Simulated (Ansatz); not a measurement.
`[F][Ga]([F])[SeH]` and `FB(F)[SeH]` differ in one element.

Ansatz, PBE0-D4/def2-TZVP geometries, multiplicity 1. Each molecule was computed in one conformer, which needn't be the lowest.

Scalar relativity is left out up to krypton.

```csv
property,`[F][Ga]([F])[SeH]`
LUMO energy (B3LYP/def2-TZVPP) / eV,-2.10
zero-point energy (PBE0-D4/def2-TZVP) / kJ/mol,32.8
LUMO energy (PBE0/def2-TZVPP) / eV,-1.75
LUMO energy (PBE/def2-TZVPP) / eV,-2.67
size of the dipole moment (ωB97M-V/def2-TZVPP) / D,2.43
HOMO energy (PBE0/def2-TZVPP) / eV,-8.17
```

**Question.** Give the same properties after the change, and the shifts. (An estimate is asked.)

**Answer.** The calculation gave: 
```json
{"property": "LUMO energy (B3LYP/def2-TZVPP) / eV", "`FB(F)[SeH]`": "-0.40", "shift": "1.70"}
{"property": "zero-point energy (PBE0-D4/def2-TZVP) / kJ/mol", "`FB(F)[SeH]`": "47.5", "shift": "14.7"}
{"property": "LUMO energy (PBE0/def2-TZVPP) / eV", "`FB(F)[SeH]`": "-0.10", "shift": "1.65"}
{"property": "LUMO energy (PBE/def2-TZVPP) / eV", "`FB(F)[SeH]`": "-1.01", "shift": "1.66"}
{"property": "size of the dipole moment (ωB97M-V/def2-TZVPP) / D", "`FB(F)[SeH]`": "1.06", "shift": "-1.37"}
{"property": "HOMO energy (PBE0/def2-TZVPP) / eV", "`FB(F)[SeH]`": "-7.87", "shift": "0.30"}
```

With PBE0 the HOMO rises by 0.30 eV and the LUMO rises by 1.65 eV, so the gap widens by about 1.35 eV. PBE moves the HOMO by 0.30 eV and ωB97M-V by 0.31 eV. Dipoles are sizes alone; their direction can turn.

B3LYP here is the variant with VWN-RPA as its local correlation; programs differ in this.

Spin–orbit coupling is left out; it splits and shifts lone-pair levels of the heavy atoms by tenths of an eV.
